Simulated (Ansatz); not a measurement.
Mg₃O₂. Total charge 0; triplet. Geometry PBE-D4/def2-SVP, that of the charge +1 doublet; atoms count from 1.

```xyz
5

Mg    0.525   -1.325   -0.369
Mg   -0.202    0.630    2.597
Mg   -0.418    0.992   -1.003
O     0.154   -0.483   -1.992
O    -0.059    0.186    0.767
```

At PBE0-D4/def2-TZVP a singlet of charge 0 lies 0.14 eV below the triplet at the same geometry. The structure comes from a short search, and lower isomers may exist.

Question: Estimate the Mulliken populations from the PBE0/def2-TZVP orbitals of Ansatz.

Answer: 
```
atom  charge (e)  spin (α − β)
 Mg1        0.67          0.54
 Mg2        0.56          0.95
 Mg3        0.67          0.54
  O4       -0.86         -0.04
  O5       -1.05          0.00
```
Mulliken values and Mayer orders depend strongly on the basis.

Question: Where does the spin sit?

Answer: Summed by element: Mg 2.03, O -0.03, of 2 unpaired in all. Largest on single atoms: Mg2 0.95, Mg3 0.54, Mg1 0.54.

Question: And the Mayer bond orders between bonded heavy atoms (over 0.3)?

Answer: Mg1–O4 0.91 (1.87 Å); Mg1–O5 0.40 (1.98 Å); Mg2–O5 0.74 (1.89 Å); Mg3–O4 0.91 (1.87 Å); Mg3–O5 0.40 (1.98 Å).
